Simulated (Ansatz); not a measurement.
Gas-phase electronic energies from Ansatz, PBE0-D4/def2-TZVP geometries. CBS: MP2 limit from def2 TZ/QZ plus the TZ coupled-cluster correction, frozen cores. This one scheme is used for every species, atoms too. For atomizations the MP2-based limit and the directly extrapolated one differ by several kJ/mol either way, and by 10 to 25 for some Ge, Se and Sn compounds, so smaller differences from it don't rank the levels. No spin–orbit coupling; open shells (•) take unrestricted orbitals. Spin–orbit coupling would lower the free atoms: a little for C, Si. One conformer a species, not always the lowest.

Reaction (atomization): `C=CCN([SiH3])C(C)C` → 6 C• + 15 H• + N• + Si•

`C=CCN([SiH3])C(C)C`:

```xyz
23

C    -2.888   -1.587    0.439
C    -1.787   -1.171   -0.170
C    -1.131    0.150    0.085
N     0.262    0.015    0.488
Si    0.643   -0.256    2.141
C     1.291    0.450   -0.450
C     1.276    1.956   -0.689
C     1.230   -0.322   -1.761
H    -3.327   -2.555    0.226
H    -3.390   -0.969    1.177
H    -1.289   -1.813   -0.892
H    -1.180    0.760   -0.824
H    -1.713    0.700    0.836
H    -0.389   -1.143    2.736
H     1.990   -0.883    2.213
H     0.685    0.988    2.974
H     2.249    0.204    0.025
H     2.106    2.254   -1.335
H     0.351    2.273   -1.179
H     1.362    2.499    0.254
H     1.298   -1.396   -1.579
H     2.052   -0.028   -2.417
H     0.298   -0.124   -2.297
```

| species | SCS-MP2/def2-QZVPP energy (Eh) |
| --- | --- |
| `C=CCN([SiH3])C(C)C` | -580.91989 |
| C• | -37.76798 |
| H• | -0.49998 |
| N• | -54.50148 |
| Si• | -288.92213 |

(1) Work out ΔE.

Largest T1 diagnostic among the species: 0.012.

## Answers

(1) ΔE = 15 × (-0.49998) + 6 × (-37.76798) + (-54.50148) + (-288.92213) − (-580.91989) = 3.38870 Eh = +8897.0 kJ/mol. CCSD(T)/CBS gives +8888.3 kJ/mol.

From r2SCAN to r2SCAN0 (25 % exact exchange), in def2-TZVPP and without D4, ΔE moves by −87.0 kJ/mol: exact exchange takes away binding that semilocal exchange gives to molecules. In def2-TZVPP, CCSD(T) changes the Hartree–Fock value by +2072.7 kJ/mol (the triples alone add +114.4 kJ/mol) and MP2 by +2151.8 kJ/mol; breaking electron pairs costs correlation energy, which Hartree–Fock lacks. At CCSD(T), def2-SVP lies −379.3 kJ/mol from the extrapolated value and def2-TZVPP −202.5 kJ/mol: correlation converges slowly with the basis, and small sets miss more of it in the bonded molecule than in its fragments.
